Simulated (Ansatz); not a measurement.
CuI, singlet, at a GFN2-xTB geometry (such geometries of metal compounds can be far from the true shape) (core potentials on I); WB97X/def2-SVPD run with Ansatz (a program for electronic structure).

Here is a job for Ansatz.
Ansatz 0.2 input:
```yaml
crystal:
  periodic: [false, false, false]
  atoms:
    - {symbol: Cu, position_ang: [-0.00000000, -0.00000000, -1.55408011]}
    - {symbol: I, position_ang: [0.00000000, 0.00000000, 0.85034572]}
basis:
  gaussian:
    orbitals: def2-SVPD
hamiltonian:
  xc: {name: wB97X}
accuracy: high
```

It wrote (shortened):

```
Functional definition: wB97X
1420 factors; integrals over basis functions are off by at most 4.1e-9 eV
329 factors; integrals over basis functions are off by at most 1.4e-9 eV
mean field evaluation 1: about -52735.6660 eV, gradient 4.4e1 eV
mean field evaluation 2: about -52727.7284 eV, gradient 9.9e1 eV
mean field evaluation 4: about -52738.6586 eV, gradient 9.7e-1 eV
mean field evaluation 8: about -52738.7217 eV, gradient 2.0e-1 eV
mean field evaluation 16: about -52738.7221 eV, gradient 7.1e-4 eV
mean field -52738.72214517 eV, -1938.1122912451 hartree, gradient 4.2e-8 eV, S^2 0.000000; 0 other end points of the search recorded, 0 dependent functions left out
reference -52738.72214240 eV, -1938.1122911435 hartree; 27, 27 occupied and 42, 42 virtual orbitals, 1420 factors
Total energy: -52738.72214240 eV, -1938.1122911435 hartree
```
